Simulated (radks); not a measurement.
Kinetic energies: the exact non-interacting value of the Kohn-Sham orbitals and orbital-free approximations, in hartree. Species: Cs+ [Xe]; Si3+ [Ne] 3s1; Rb [Kr] 5s1; Sr2+ [Kr]. Calculated with a radial shooting solver on a logarithmic mesh with Libxc functionals: non-relativistic Kohn-Sham, LDA (Slater exchange, Perdew-Wang correlation), spin-polarised, spherical densities, point nucleus. Every spin shell is full or empty, so the densities are truly spherical. Functionals are evaluated on that one density, not self-consistently.

functional          Cs+     Si3+       Rb     Sr2+
exact           7546.60  285.451  2933.95  3126.39
Thomas-Fermi     7156.3   263.88   2763.3   2946.2
TF + vW/9        7493.8   284.09   2912.8   3104.2
APBEK            7553.2   286.31   2937.3   3130.2
Perdew 92        7494.4   284.13   2913.1   3104.5
Thakkar          7498.8   285.48   2919.5   3111.0
PG1              8637.7   361.32   3431.9   3652.0
DePristo-Kress   7536.4   285.72   2931.6   3124.2
Ernzerhof        7513.5   286.24   2922.5   3114.5
